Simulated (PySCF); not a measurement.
Isomers of C8H7NO. Method: PySCF 2.14.0, PBE0-D3(BJ)/def2-SVP geometry optimisation, gas phase. Energies are electronic, without zero-point or thermal terms, for one conformer each. No frequencies were run at this level. Point groups hold within 0.08 Å.

Question: Rank from lowest to highest electronic energy at this level (kcal/mol).
A. `[CH2:1]=[N:2][c:3]1[cH:4][cH:5][c:6]([CH:7]=[O:8])[cH:9][cH:10]1` with C1–N2–C3–C4 -48°, C5–C6–C7–O8 0°
B. `Cc1nc2ccccc2o1` (2-methylbenzoxazole)
C. `[OH:1][c:2]1[cH:3][cH:4][cH:5][c:6]2[cH:7][cH:8][nH:9][c:10]12` with H–O1–C2–C3 0°

Answer: C (0.0), B (0.1), A (31.3).

As drawn, the lowest has an O–H bond and an N–H bond, which the highest lacks; the highest has a C=O bond and a C=N bond, which the lowest lacks. Neighbours under 2.5 kcal/mol apart (Oc1cccc2cc[nH]c12 and Cc1nc2ccccc2o1) can change places with a better method, another conformer or zero-point energy.

| SMILES | E (Eh) | E rel (kcal/mol) | dipole (D) | point group | A, B, C (MHz) |
| --- | --- | --- | --- | --- | --- |
| Oc1cccc2cc[nH]c12 | -438.24806 | 0.0 | 2.06 | Cs | 2211, 1526, 902.7 |
| Cc1nc2ccccc2o1 | -438.24788 | 0.1 | 1.27 | Cs | 3895, 1048, 829.9 |
| C=Nc1ccc(C=O)cc1 | -438.19810 | 31.3 | 3.22 | C1 | 4377, 740.6, 643.5 |

How do the relative energies change in single points at CAM-B3LYP/def2-SVPD (no added dispersion term) on the same geometries?

| SMILES | PBE0-D3(BJ)/def2-SVP (kcal/mol) | CAM-B3LYP/def2-SVPD (kcal/mol) | shift |
| --- | --- | --- | --- |
| Oc1cccc2cc[nH]c12 | 0.0 | 0.0 | 0.0 |
| Cc1nc2ccccc2o1 | 0.1 | 0.2 | +0.1 |
| C=Nc1ccc(C=O)cc1 | 31.3 | 27.8 | -3.5 |

Each column counts from its own lowest isomer. The order is unchanged; the largest shift is 3.5 kcal/mol.

As an exercise, what shares would exp(−E/RT) give at 1000 K from these electronic energies alone (no entropy, no degeneracies)?

RT = 1.987 kcal/mol: Oc1cccc2cc[nH]c12 51.4 %, Cc1nc2ccccc2o1 48.6 %, C=Nc1ccc(C=O)cc1 under 0.1 %.
